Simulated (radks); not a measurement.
Coulomb parameter of the 5d shell of neutral platinum in the model configuration [Xe] 4f14 5d9 6s1, as a second difference U = [E(n + 0.25) + E(n - 0.25) - 2 E(n)] / (0.25)^2 with all orbitals relaxed. "Bare": the charge of the atom changes with n. "Screened": the 6s shell takes up the change at fixed total charge, which measures U(5d,5d) + U(6s,6s) - 2 U(5d,6s). Method: Dirac Kohn-Sham, PBEsol, spin-unpolarised, spherical densities, finite nucleus; open shells are shared between the two j in proportion to 2j + 1; Fermi nuclear charge, rms radius 5.427 fm; computed with a radial shooting solver on a logarithmic mesh with Libxc functionals.

case                      configuration  E - E(n) (eV)
start                 [Xe] 4f14 5d9 6s1          0.000
bare +0.25         [Xe] 4f14 5d9.25 6s1         -1.266
bare -0.25         [Xe] 4f14 5d8.75 6s1          1.850
screened +0.25  [Xe] 4f14 5d9.25 6s0.75         -0.095
screened -0.25  [Xe] 4f14 5d8.75 6s1.25          0.156

U(bare) = 9.357 eV, U(screened by 6s) = 0.973 eV. The step up makes a negative ion, whose loosely bound charge lowers the bare value.
